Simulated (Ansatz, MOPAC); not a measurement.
The molecule AgC, multiplicity 4 (lowest of 2S+1 = 2, 4 at CCSD(T)/def2-TZVPP on PBE0 minima; our sources give no spin for the ground state, which may be another). No spin–orbit coupling.

Constants: fifth-degree fit in 1/R to seven points, most abundant isotopes. Runs in def2 and cc sets follow the lowest solution found near the PBE0 minimum.

Programs: Ansatz (a first-principles code); MOPAC for PM6, PM7 (differences of heats of formation). Each number belongs to the level named beside it. In def2 rows elements past Kr take small-core potentials, without spin–orbit coupling.

```json
[
 {"level": "PM6", "r_e (Å)": "1.951", "ω_e (cm⁻¹)": "606", "ω_e x_e (cm⁻¹)": "3.9", "B_e (cm⁻¹)": "0.410", "dipole (D)": "-"},
 {"level": "PM7", "r_e (Å)": "2.068", "ω_e (cm⁻¹)": "580", "ω_e x_e (cm⁻¹)": "4.6", "B_e (cm⁻¹)": "0.365", "dipole (D)": "-"},
 {"level": "PBE/def2-TZVPP", "r_e (Å)": "1.978", "ω_e (cm⁻¹)": "513", "ω_e x_e (cm⁻¹)": "4.5", "B_e (cm⁻¹)": "0.400", "dipole (D)": "3.42"},
 {"level": "r2SCAN/def2-TZVPP", "r_e (Å)": "1.978", "ω_e (cm⁻¹)": "519", "ω_e x_e (cm⁻¹)": "4.1", "B_e (cm⁻¹)": "0.399", "dipole (D)": "3.57"},
 {"level": "B97M-V/def2-TZVPP", "r_e (Å)": "2.030", "ω_e (cm⁻¹)": "469", "ω_e x_e (cm⁻¹)": "4.3", "B_e (cm⁻¹)": "0.379", "dipole (D)": "3.58"},
 {"level": "B3LYP/def2-TZVPP", "r_e (Å)": "2.029", "ω_e (cm⁻¹)": "465", "ω_e x_e (cm⁻¹)": "4.4", "B_e (cm⁻¹)": "0.380", "dipole (D)": "3.69"},
 {"level": "PBE0/def2-TZVPP", "r_e (Å)": "2.013", "ω_e (cm⁻¹)": "491", "ω_e x_e (cm⁻¹)": "4.1", "B_e (cm⁻¹)": "0.386", "dipole (D)": "3.97"},
 {"level": "BHLYP/def2-TZVPP", "r_e (Å)": "2.070", "ω_e (cm⁻¹)": "453", "ω_e x_e (cm⁻¹)": "4.3", "B_e (cm⁻¹)": "0.365", "dipole (D)": "4.38"},
 {"level": "CAM-B3LYP/def2-TZVPP", "r_e (Å)": "2.021", "ω_e (cm⁻¹)": "484", "ω_e x_e (cm⁻¹)": "4.0", "B_e (cm⁻¹)": "0.382", "dipole (D)": "4.11"},
 {"level": "wB97X-V/def2-TZVPP", "r_e (Å)": "2.032", "ω_e (cm⁻¹)": "486", "ω_e x_e (cm⁻¹)": "3.6", "B_e (cm⁻¹)": "0.378", "dipole (D)": "4.56"},
 {"level": "wB97M-V/def2-TZVPP", "r_e (Å)": "2.042", "ω_e (cm⁻¹)": "478", "ω_e x_e (cm⁻¹)": "3.5", "B_e (cm⁻¹)": "0.375", "dipole (D)": "4.60"},
 {"level": "B2PLYP/def2-TZVPP", "r_e (Å)": "2.015", "ω_e (cm⁻¹)": "481", "ω_e x_e (cm⁻¹)": "4.0", "B_e (cm⁻¹)": "0.385", "dipole (D)": "-"},
 {"level": "CCSD/def2-TZVPP", "r_e (Å)": "2.040", "ω_e (cm⁻¹)": "487", "ω_e x_e (cm⁻¹)": "3.7", "B_e (cm⁻¹)": "0.375", "dipole (D)": "-"},
 {"level": "CCSD/def2-QZVPP", "r_e (Å)": "2.040", "ω_e (cm⁻¹)": "483", "ω_e x_e (cm⁻¹)": "3.5", "B_e (cm⁻¹)": "0.375", "dipole (D)": "-"},
 {"level": "CCSD(T)/def2-TZVPP", "r_e (Å)": "2.018", "ω_e (cm⁻¹)": "497", "ω_e x_e (cm⁻¹)": "3.7", "B_e (cm⁻¹)": "0.384", "dipole (D)": "-"},
 {"level": "CCSD(T)/def2-QZVPP", "r_e (Å)": "2.017", "ω_e (cm⁻¹)": "493", "ω_e x_e (cm⁻¹)": "3.5", "B_e (cm⁻¹)": "0.384", "dipole (D)": "-"},
 {"level": "CCSD(T)/CBS(def2-TZVPP, def2-QZVPP)", "r_e (Å)": "2.017", "ω_e (cm⁻¹)": "490", "ω_e x_e (cm⁻¹)": "3.4", "B_e (cm⁻¹)": "0.384", "dipole (D)": "-"}
]
```

Correlated levels freeze the inner cores; with def2 sets outer-core shells near the valence are correlated too. CBS(a, b) extrapolates the correlation energy as X⁻³ and adds the Hartree–Fock energy of set b. The state that PM6, PM7 reach isn't checked; PM7 holds dispersion and hydrogen-bond terms.
